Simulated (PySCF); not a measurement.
## Fractional electron number in Ho+ (holmium, charge +1)

The 6s alpha orbital of [Xe] 4f11 6s1 is emptied in steps (occupation f), with all orbitals relaxed, ending at [Xe] 4f11. Computed with PySCF 2.14 in def2-TZVP with the def2 core potential (28 electrons) (10s7p5d4f1g, 93 functions), with scalar relativity through the core potential. The exact energy is a straight line in f; departures are measured from the line between the end points of the same method.

```csv
f,UHF (eV)
1,0.000
0.75,0.006
0.5,0.008
0.25,0.006
0,0.000
```

```csv
method,E(f=0) − E(f=1) (eV),−ε at f=1 (eV),−ε at f=0.5 (eV)
UHF,10.907,10.939,10.907
```

Orbital energy along the path (eV):

| f | UHF |
| --- | --- |
| 1 | -10.939 |
| 0.75 | -10.923 |
| 0.5 | -10.907 |
| 0.25 | -10.892 |
| 0 | -10.877 |

Reference removal energy between the ground levels: 11.781 ± 0.02 eV (semi-empirical (NIST evaluation); NIST Atomic Spectra Database, ionization energies). The calculation has no spin-orbit coupling. UHF lacks correlation.
